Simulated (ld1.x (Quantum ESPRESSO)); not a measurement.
**What one change does to a pseudopotential (Nb, PAW)**

```json
{
  "Element": "Nb",
  "Generator": "ld1.x (Quantum ESPRESSO) 7.5",
  "Type": "PAW",
  "Functional": "LDA (PZ)",
  "Relativity": "scalar-relativistic",
  "Frozen core": "[Kr]",
  "Valence charge": "5",
  "Reference configuration": "4d3 5s0 5p0 (charge +2)",
  "Partial waves": "5s (bound, empty): rcut 2.25, rcutus 3.10 bohr; 5s channel at -0.85 Ry: rcut 2.25, rcutus 3.10 bohr; 5p (bound, empty): rcut 3.25, rcutus 3.65 bohr; 5p channel at 1.25 Ry: rcut 3.25, rcutus 3.65 bohr; 4d (bound): rcut 1.65, rcutus 1.75 bohr; 4d channel at -0.6 Ry: rcut 1.65, rcutus 1.75 bohr",
  "Local potential": "all-electron potential smoothed inside 3.45 bohr (lloc = -1)",
  "Core correction": "Bessel-smoothed model core inside 1.15 bohr",
  "Augmentation charge": "PSQ, radius 1.90 bohr"
}
```

All-electron outer shells of the reference configuration (LDA (PZ), scalar-relativistic, ld1.x):

| shell | level (eV) | outermost node (bohr) | outermost maximum (bohr) |
| --- | --- | --- | --- |
| 4p | -52.01 | 0.54 | 1.12 |
| 4d | -19.32 | 0.55 | 1.45 |
| 5s | -17.20 | 1.38 | 2.72 |
| 5p | -12.34 | 1.57 | 3.23 |

Change: waves 5s (bound): rcut 2.25, rcutus 3.96 bohr; 5s channel at -0.85 Ry: rcut 2.25, rcutus 3.96 bohr.

Cutoffs: the cutoffs (Ry, on a coarse ladder) from which the occupation-weighted sum of valence levels, in a spherical-Bessel basis at the reference potential, stays within 10 and 1 mRy of its value at 400 Ry; they do not see the model core or the augmentation charge, which bear on the density cutoff. Errors are all-electron minus pseudo energies relative to the spin-unpolarised reference configuration.

Q: How do hardness, ghosts and transferability respond?

A: The potential gets neither clearly harder nor softer (30 Ry and 40 Ry → 30 Ry and 40 Ry); of the 9 tests that both files solve, the error grows in 0 and shrinks in 3 by more than 15 % and 0.3 meV (median size 61.5 → 60.8 meV); neither file shows a bound ghost. That the errors move this way runs against the usual rule that smaller radii transfer better.

| quantity | base | changed |
| --- | --- | --- |
| cutoff, loose | 30 Ry | 30 Ry |
| cutoff, tight | 40 Ry | 40 Ry |
| bound ghosts | none | none |
| error for 4d4 5s1 5p0, meV [ΔE -21.19 eV] | -68 | -63 |
| error for 4d4 5s0 5p0, meV [ΔE -14.28 eV] | -81 | -81 |
| error for 4d2 5s0 5p0, meV [ΔE 24.93 eV] | -202 | -202 |
| error for 4d3 5s1 5p0, meV [ΔE -13.98 eV] | -3.7 | -2.7 |
| error for 4d3 5s1 5p1, meV [ΔE -18.37 eV] | -2.0 | -1.5 |
| error for 4d3 5s2 5p0, meV [ΔE -21.75 eV] | -8.2 | -6.4 |
| error for 4d4 5s0 5p1, meV [ΔE -18.14 eV] | -61 | -61 |
| error for 4d3 5s0 5p0 (spin-polarised), meV [ΔE -1.39 eV] | -7.3 | -7.3 |
| error for 4d4 5s1 5p0 (spin-polarised), meV [ΔE -23.80 eV] | -71 | -61 |
| lowest overlap eigenvalue by channel | s 0.38, p 0.72, d 0.99 | s 0.28, p 0.72, d 0.99 |
